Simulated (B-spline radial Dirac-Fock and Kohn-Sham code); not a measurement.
# Diagram lines of Rh²⁵⁺

System: rhodium as Rh²⁵⁺ in the configuration [Ar] 3d2.

Level of theory: relaxed Dirac-Fock hole states (ΔSCF) with Breit and QED corrections and a finite nucleus; a radial finite-basis atomic code. A line energy is the difference of two single-hole energies; the list is a selection of electric-dipole transitions between resolved j subshells. Correlation and solid-state effects are left out.

| line | energy (keV) | wavelength (Å) |
| --- | --- | --- |
| Kβ1 | 22.925 | 0.54081 |
| Kβ3 | 22.894 | 0.54155 |
| Kα1 | 20.235 | 0.61273 |
| Kα2 | 20.090 | 0.61714 |
| Lβ3 | 3.0991 | 4.0007 |
| Lβ4 | 3.0678 | 4.0414 |
| Lη | 2.6997 | 4.5925 |
| Lℓ | 2.5552 | 4.8522 |

Values without a named source are computed, but for edge energies of neutral atoms, which are taken from tables.
